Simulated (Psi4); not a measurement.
Psi4 input (wB97X-D/6-31G*):

```
memory 1500 MB

molecule {
0 1
B    -0.00000000   -0.00000000   -0.20551333
H     0.00000000    0.00000000    1.02756663
symmetry c1
no_reorient
no_com
}

set {
  basis 6-31G*
  reference rks
  scf_type pk
  dft_radial_points 99
  dft_spherical_points 590
  e_convergence 1e-8
  d_convergence 1e-7
  maxiter 150
}

e = energy('wb97x-d')
print_out(f'\nFINAL {e:.10f} DIPOLE {variable("CURRENT DIPOLE")[0]:.6f} {variable("CURRENT DIPOLE")[1]:.6f} {variable("CURRENT DIPOLE")[2]:.6f}\n')
```

From the last part of the output:

```

    Virtual:

       4A      0.006963     5A      0.006963     6A      0.244634
       7A      0.482312     8A      0.529449     9A      0.529449
      10A      0.563687    11A      0.975666    12A      1.336682
      13A      1.336682    14A      1.354514    15A      1.354514
      16A      1.744416    17A      3.430748

    Final Occupation by Irrep:
              A
    DOCC [     3 ]
    NA   [     3 ]
    NB   [     3 ]

  @RKS Final Energy:   -25.27438549065399

   => Energetics <=

    Nuclear Repulsion Energy =              2.1457538352581778
    One-Electron Energy =                 -37.2705261190533008
    Two-Electron Energy =                  12.7304286315807644
    DFT Exchange-Correlation Energy =      -2.8800391875561631
    Empirical Dispersion Energy =          -0.0000026508834616
    VV10 Nonlocal Energy =                  0.0000000000000000
    Total Energy =                        -25.2743854906539873

Computation Completed

Properties will be evaluated at   0.000000,   0.000000,   0.000000 [a0]

Properties computed using the SCF density matrix

 Multipole Moments:

 ------------------------------------------------------------------------------------
     Multipole            Electronic (a.u.)      Nuclear  (a.u.)        Total (a.u.)
 ------------------------------------------------------------------------------------

 L = 1.  Multiply by 2.5417464519 to convert [e a0] to [Debye]
 Dipole X            :          0.0000000            0.0000000            0.0000000
 Dipole Y            :          0.0000000            0.0000000            0.0000000
 Dipole Z            :          0.5433449           -0.0000000            0.5433449
 Magnitude           :                                                    0.5433449

 ------------------------------------------------------------------------------------

FINAL -25.2743854907 DIPOLE 0.000000 0.000000 0.543345

*** Psi4 exiting successfully. Buy a developer a beer!
```
